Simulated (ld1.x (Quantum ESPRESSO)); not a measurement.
## Before and after: PAW potential for molybdenum (Mo)

```json
{
 "Element": "molybdenum (Mo)",
 "Generator": "ld1.x (Quantum ESPRESSO) 7.5",
 "Type": "PAW",
 "Functional": "BLYP",
 "Relativity": "scalar-relativistic",
 "Frozen core": "[Kr]",
 "Valence charge": "6",
 "Reference configuration": "4d5 5s1 5p0",
 "Partial waves": "5s (bound): rcut 2.95, rcutus 3.30 bohr; 5s channel at 0.55 Ry: rcut 2.95, rcutus 3.30 bohr; 5p (bound, empty): rcut 3.80, rcutus 4.30 bohr; 5p channel at 5.25 Ry: rcut 3.80, rcutus 4.30 bohr; 4d (bound): rcut 2.20, rcutus 2.55 bohr; 4d channel at 1.9 Ry: rcut 2.20, rcutus 2.55 bohr",
 "Local potential": "all-electron potential smoothed inside 2.60 bohr (lloc = -1)",
 "Core correction": "Bessel-smoothed model core inside 2.35 bohr",
 "Augmentation charge": "BESSEL, radius 2.45 bohr"
}
```

Change: waves 5p (bound): rcut 3.80, rcutus 5.74 bohr; 5p channel at 5.25 Ry: rcut 3.80, rcutus 5.74 bohr.

Cutoffs: the cutoffs (Ry, on a coarse ladder) from which the occupation-weighted sum of valence levels, in a spherical-Bessel basis at the reference potential, stays within 10 and 1 mRy of its value at 400 Ry; they do not see the model core or the augmentation charge, which bear on the density cutoff. Errors are all-electron minus pseudo energies relative to the spin-unpolarised reference configuration.

Task: Predict the effect on cutoff, ghosts and configuration errors.

Result: The potential gets neither clearly harder nor softer (15 Ry and 25 Ry → 15 Ry and 25 Ry); a bound ghost appears in p, which as a rule spoils a file; the number of tests with a reliable result goes from 7 to 5 (the test run of the changed file stopped, so its transferability is not established); the errors of the 5 common tests hardly move.

```csv
quantity,base,changed
"cutoff, loose",15 Ry,15 Ry
"cutoff, tight",25 Ry,25 Ry
bound ghosts,none,p
tests with a reliable result,7 of 7,5 of 7 (the test run stopped)
"error for 4d5 5s0 5p0, meV [ΔE 6.94 eV]",-3.2,-3.2
"error for 4d4 5s0 5p0, meV [ΔE 22.34 eV]",-70,-70
"error for 4d3 5s0 5p0, meV [ΔE 48.99 eV]",-457,-457
"error for 4d5.5 5s0.5 5p0, meV [ΔE 0.32 eV]",-6.1,-6.1
"error for 4d4 5s2 5p0, meV [ΔE 0.12 eV]",-25,-25
lowest overlap eigenvalue by channel,"s 0.35, p 0.23, d 0.87","s 0.35, p 0.04, d 0.87"
```

 A true bound ghost makes a file unfit for plane-wave use even where its test errors are small: the radial tests pick states by their node count and pass the ghost by.
